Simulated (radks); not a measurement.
Q: These are the eigenvalues of the occupied orbitals of an atom or ion with whole-number occupations (eV). Calculated with a radial shooting solver on a logarithmic mesh with Libxc functionals: scalar-relativistic Kohn-Sham, BLYP, spin-unpolarised, spherical densities, finite nucleus; Fermi nuclear charge, rms radius of each element as measured or else 0.836 A^(1/3) + 0.57 fm.

1s: -17828.12
2s: -2470.104
2p: -2203.050
3s: -404.3385
3p: -317.3652
3d: -174.5276
4s: -54.2936
4p: -32.2314
5s: -4.3001
4d: -3.4255

Which element is it, and in what charge state? The configuration may be excited.

A: Z = 40, zirconium, charge 0: Zr in [Kr] 4d2 5s2. The list shows which subshells hold electrons but not how many an open one holds; the 1s level, -655.17 hartree, gives Z - s = 36.2 by -(Z - s)^2/2, which with screening and relativity narrows Z to a few neighbours, and the depths of the outer levels then fix element, charge and occupations together.
